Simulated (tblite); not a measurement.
Compound: CH10BN3Si.
Atom-mapped SMILES: `[CH3:1][NH:2][BH:3][NH:4][SiH2:5][NH2:6]` (hydrogens: H7, H8, H9 on C1; H10 on N2; H11 on B3; H12 on N4; H13, H14 on Si5; H15, H16 on N6)

Computed with GFN2-xTB (tblite), gas phase: L-BFGS steps from a force-field or distance-geometry start until the largest atomic force falls under 0.01 eV/Å.

Step 31: E = -518.2793 eV
```
atom  x, y, z in Å  |  force x, y, z in eV/Å
C1      2.5114    1.0977   -0.4147   -0.057  -0.182   0.148
N2      1.1228    0.8463   -0.0525    0.344  -0.134  -0.003
B3      0.8744   -0.1877    0.8694   -0.280  -0.496  -0.057
N4     -0.2765   -1.0653    0.8966    0.119  -0.339   0.137
Si5    -1.9487   -1.1204    0.3978   -0.072   0.006   0.042
N6     -2.5234    0.2988   -0.4586   -0.201   0.163   0.681
H7      2.7428    2.1436   -0.6409   -0.354  -0.166  -0.383
H8      2.8419    0.3958   -1.2123   -0.153   0.667   0.135
H9      3.0998    0.8628    0.4594    0.309  -0.148   0.258
H10     0.4684    1.1697   -0.7483   -0.094  -0.181   0.019
H11     1.7737   -0.4254    1.6189   -0.317  -0.087  -0.206
H12    -0.0326   -1.9787    1.3209   -0.246   1.039  -0.191
H13    -2.7903   -1.3478    1.6368    0.362   0.010  -0.382
H14    -2.1298   -2.2368   -0.5673    0.023   0.247   0.212
H15    -3.5437    0.3805   -0.4420    0.479  -0.207  -0.214
H16    -2.1978    1.1757   -0.0573    0.138  -0.193  -0.200
```

Step 32: E = -518.3507 eV
```
atom  x, y, z in Å  |  force x, y, z in eV/Å
C1      2.5033    1.0949   -0.4023    0.178  -0.076   0.022
N2      1.1264    0.8276   -0.0534    0.097   0.004   0.063
B3      0.8725   -0.2006    0.8683   -0.113  -0.088  -0.185
N4     -0.2805   -1.0445    0.9024   -0.089  -0.538   0.116
Si5    -1.9434   -1.1191    0.4120   -0.073  -0.102  -0.439
N6     -2.5227    0.2925   -0.4252   -0.230   0.355   0.341
H7      2.7363    2.1322   -0.6507   -0.385   0.015  -0.249
H8      2.8295    0.4165   -1.2075    0.000   0.357  -0.041
H9      3.1034    0.8610    0.4637    0.287  -0.130   0.269
H10     0.4736    1.1606   -0.7438   -0.151  -0.165  -0.027
H11     1.7672   -0.4249    1.6046   -0.100  -0.214   0.011
H12    -0.0403   -1.9562    1.3111   -0.159   0.743  -0.014
H13    -2.7733   -1.3468    1.6092    0.079  -0.112   0.116
H14    -2.1334   -2.2361   -0.5660    0.074   0.321   0.282
H15    -3.5423    0.3724   -0.4543    0.544  -0.152  -0.112
H16    -2.1838    1.1794   -0.0620    0.042  -0.217  -0.153
```

Step 33: E = -518.3956 eV
```
atom  x, y, z in Å  |  force x, y, z in eV/Å
C1      2.5017    1.1045   -0.3962    0.229  -0.044  -0.010
N2      1.1260    0.7907   -0.0714    0.199   0.086   0.044
B3      0.8809   -0.2312    0.8548   -0.114  -0.126  -0.093
N4     -0.2966   -1.0455    0.9382    0.108  -0.158  -0.040
Si5    -1.9466   -1.1167    0.4144    0.061  -0.175  -0.541
N6     -2.5229    0.2957   -0.4028   -0.072   0.366   0.068
H7      2.7087    2.1485   -0.6519   -0.425  -0.043  -0.128
H8      2.8580    0.4513   -1.2082   -0.010   0.262  -0.018
H9      3.1084    0.8830    0.4756    0.132  -0.064   0.107
H10     0.4696    1.1342   -0.7540   -0.121  -0.166  -0.006
H11     1.8074   -0.4545    1.5619   -0.281  -0.256  -0.011
H12    -0.0699   -1.9431    1.3612   -0.069   0.419   0.121
H13    -2.7877   -1.3402    1.5816   -0.094  -0.206   0.401
H14    -2.1322   -2.2252   -0.5730    0.081   0.299   0.258
H15    -3.5344    0.3722   -0.4582    0.307  -0.100  -0.086
H16    -2.1779    1.1853   -0.0662    0.068  -0.093  -0.067
```

Step 34: E = -518.4464 eV
```
atom  x, y, z in Å  |  force x, y, z in eV/Å
C1      2.5053    1.1130   -0.3912    0.230   0.098   0.003
N2      1.1358    0.7396   -0.0961   -0.046   0.255  -0.217
B3      0.8819   -0.2841    0.8246    0.019   0.133  -0.125
N4     -0.3042   -1.0615    0.9648   -0.038  -0.202  -0.097
Si5    -1.9412   -1.1134    0.4047    0.057  -0.158  -0.275
N6     -2.5183    0.3072   -0.3809    0.202   0.131  -0.200
H7      2.6542    2.1697   -0.6572   -0.378  -0.182   0.061
H8      2.9074    0.5022   -1.2131   -0.047   0.111   0.016
H9      3.1190    0.9122    0.4907   -0.053   0.024  -0.111
H10     0.4677    1.1202   -0.7598    0.118  -0.308   0.180
H11     1.8077   -0.4951    1.5126   -0.014  -0.386   0.197
H12    -0.1112   -1.9364    1.4466   -0.030   0.417   0.066
H13    -2.7947   -1.3152    1.5660   -0.111  -0.279   0.435
H14    -2.1232   -2.2067   -0.5795    0.046   0.154   0.116
H15    -3.5192    0.3610   -0.4577   -0.090   0.018  -0.104
H16    -2.1745    1.1963   -0.0686    0.135   0.173   0.056
```

**Question.** Estimate the geometry and energy of step 35. (The exact step hangs on the optimiser's Hessian estimate; all steps are aligned on step 34, rigid shifts and turns removed.)

**Answer.** E = -518.4768 eV, largest force 0.556 eV/Å
```
atom  x, y, z in Å  |  force x, y, z in eV/Å
C1      2.5108    1.1206   -0.3879   -0.058   0.090  -0.087
N2      1.1383    0.7086   -0.1207    0.277  -0.010   0.179
B3      0.8909   -0.3147    0.8098   -0.028   0.180  -0.121
N4     -0.3156   -1.0652    0.9921    0.066   0.348  -0.429
Si5    -1.9440   -1.1142    0.4024   -0.075   0.016   0.125
N6     -2.5150    0.3196   -0.3639    0.249  -0.113  -0.259
H7      2.6120    2.1804   -0.6584   -0.280  -0.143   0.145
H8      2.9361    0.5391   -1.2179   -0.032   0.021   0.050
H9      3.1227    0.9321    0.5004   -0.140   0.062  -0.203
H10     0.4657    1.0977   -0.7650    0.009  -0.207   0.013
H11     1.8346   -0.5307    1.4844   -0.179  -0.368   0.105
H12    -0.1433   -1.9182    1.4933    0.101  -0.018   0.309
H13    -2.8156   -1.3257    1.5736    0.084  -0.241   0.142
H14    -2.1130   -2.1883   -0.5886    0.011   0.023   0.005
H15    -3.5124    0.3589   -0.4724   -0.083   0.124  -0.075
H16    -2.1598    1.2091   -0.0753    0.080   0.237   0.102
```

The energy changes by -0.0304 eV. The first-order estimate −F·Δx gives -0.0518 eV and the mean of the old and new forces, exact on a quadratic surface, -0.0305 eV. The step makes an angle of 72° with the force vector and moves no atom by more than 0.060 Å.

The cost below is that of the whole relaxation. On Arm Neoverse V1, one thread, shared host, this took 0.78 s.
